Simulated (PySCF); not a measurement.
PySCF 2.14 output of a UHF calculation on a single atom or ion in def2-SVP, with the non-relativistic Hamiltonian (point nucleus):

```
SCF conv_tol = 1e-09
number electrons alpha = 17  beta = 15
cycle= 1 E= -2233.5687291591  delta_E= -0.00323  |g|= 0.0199  |ddm|= 0.0677
cycle= 2 E= -2233.56910819281  delta_E= -0.000379  |g|= 0.0069  |ddm|= 0.0234
cycle= 3 E= -2233.56916033231  delta_E= -5.21e-05  |g|= 0.000257  |ddm|= 0.0126
cycle= 4 E= -2233.56916038544  delta_E= -5.31e-08  |g|= 0.000105  |ddm|= 0.000635
cycle= 5 E= -2233.56916039045  delta_E= -5.02e-09  |g|= 1.89e-05  |ddm|= 0.000226
cycle= 6 E= -2233.5691603909  delta_E= -4.48e-10  |g|= 2.05e-06  |ddm|= 0.000106
converged SCF energy = -2233.5691603909  <S^2> = 2.0085613  2S+1 = 3.0057021
```

The run itself started from symmetry-adapted Hartree-Fock orbitals and held the occupation by maximum overlap, so the iterations belong to that start.

Task: Which element, charge and spin multiplicity is this?

Result: As⁺ (arsenic, charge +1), multiplicity 3; the state was [Ar] 3d10 4s2 4p2, high-spin 3P determinant.
